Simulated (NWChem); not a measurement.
System: C2HF2, doublet; SMILES FC(F)=[CH]

NWChem input:

```
start job
memory heap 200 mb stack 900 mb global 1100 mb
geometry units angstroms noautoz
  C     -0.872085    -1.134973     0.000000
  C     -0.093392    -0.079555     0.000000
  F     -0.515351     1.161200     0.000000
  F      1.222752    -0.107506     0.000000
  H     -0.804463    -2.215962     0.000000
end
basis spherical
  * library def2-svp
end
dft
  odft
  mult 2
  xc xtpss03 ctpss03
  iterations 150
end
task dft gradient
```

Parts of the log:

```
             Northwest Computational Chemistry Package (NWChem) 7.3.0
             --------------------------------------------------------

 CS  symmetry detected

                             Geometry "geometry" -> ""
                             -------------------------

 Output coordinates in angstroms (scale by  1.889725989 to convert to a.u.)

  No.       Tag          Charge          X              Y              Z
 ---- ---------------- ---------- -------------- -------------- --------------
    1 C                    6.0000    -0.92554407    -1.08521106     0.00000000
    2 C                    6.0000    -0.09014755    -0.07408169     0.00000000
    3 F                    9.0000    -0.44343330     1.18794507     0.00000000
    4 F                    9.0000     1.22248340    -0.17416304     0.00000000
    5 H                    1.0000    -0.91730120    -2.16828170     0.00000000

 Effective nuclear repulsion energy (a.u.)     109.8741010136

      Symmetry information
      --------------------

 Group name             Cs
 Group number              2
 Group order               2
 No. of unique centers     5

                                 NWChem DFT Module
                                 -----------------

 Summary of "ao basis" -> "ao basis" (spherical)
 ------------------------------------------------------------------------------
       Tag                 Description            Shells   Functions and Types
 ---------------- ------------------------------  ------  ---------------------
 C                          def2-svp                 6       14   3s2p1d
 F                          def2-svp                 6       14   3s2p1d
 H                          def2-svp                 3        5   2s1p

      Symmetry analysis of basis
      --------------------------

        a'         44
        a"         17

            General Information
            -------------------
          SCF calculation type: DFT
          Wavefunction type:  spin polarized.
          No. of atoms     :     5
          No. of electrons :    31
           Alpha electrons :    16
            Beta electrons :    15
          Charge           :     0
          Spin multiplicity:     2
          Use of symmetry is: on ; symmetry adaption is: on
          Maximum number of iterations: 150
          AO basis - number of functions:    61
                     number of shells:    27
          Convergence on energy requested:  1.00D-06
          Convergence on density requested:  1.00D-05
          Convergence on gradient requested:  5.00D-04

              XC Information
              --------------
                  TPSS metaGGA Exchange Functional  1.000
             TPSS03 metaGGA Correlation Functional  1.000

             Grid Information
             ----------------
          Grid used for XC integration:  medium
          Radial quadrature: Mura-Knowles
          Angular quadrature: Lebedev.
          Tag              B.-S. Rad. Rad. Pts. Rad. Cut. Ang. Pts.
          ---              ---------- --------- --------- ---------
          C                   0.70       49           8.0       434
          F                   0.50       49          10.0       434
          H                   0.35       45           8.0       434
          Grid pruning is: on
          Number of quadrature shells:   241
          Spatial weights used:  Erf1

      Superposition of Atomic Density Guess
      -------------------------------------

 Sum of atomic energies:        -274.33392280

      Non-variational initial energy
      ------------------------------

 Total energy =    -275.651365
 1-e energy   =    -597.645879
 2-e energy   =     212.120413
 HOMO         =      -0.216058
 LUMO         =       0.115324

   Symmetry analysis of molecular orbitals - initial alpha
   -------------------------------------------------------

  Numbering of irreducible representations:

     1 a'          2 a"

  Orbital symmetries:

     1 a'          2 a'          3 a'          4 a'          5 a'
     6 a'          7 a'          8 a'          9 a'         10 a"
    11 a'         12 a"         13 a'         14 a'         15 a"
    16 a'         17 a"         18 a'         19 a'         20 a'
    21 a'         22 a'         23 a'         24 a"         25 a'
    26 a'

   Symmetry analysis of molecular orbitals - initial beta
   ------------------------------------------------------

  Numbering of irreducible representations:

     1 a'          2 a"

  Orbital symmetries:

     1 a'          2 a'          3 a'          4 a'          5 a'
     6 a'          7 a'          8 a'          9 a'         10 a"
    11 a'         12 a"         13 a'         14 a'         15 a"
    16 a'         17 a"         18 a'         19 a'         20 a'
    21 a'         22 a'         23 a'         24 a"         25 a'
    26 a'

[...]

                         DFT ENERGY GRADIENTS

    atom               coordinates                        gradient
                 x          y          z           x          y          z
   1 C      -1.749025  -2.050752   0.000000    0.007480   0.007035   0.000000
   2 C      -0.170354  -0.139994   0.000000    0.005366   0.006085   0.000000
   3 F      -0.837967   2.244891   0.000000    0.005051  -0.016675   0.000000
   4 F       2.310159  -0.329120   0.000000   -0.017999   0.001550   0.000000
   5 H      -1.733448  -4.097458   0.000000    0.000101   0.002005   0.000000
```

Level: TPSS/def2-SVP, spin-unrestricted. In the optimisation the excess spin sits in a' (Cs, its own frame). Structure relaxed at the PBE0/def2-SVP, spin-unrestricted level. No stability test was run on the SCF state.
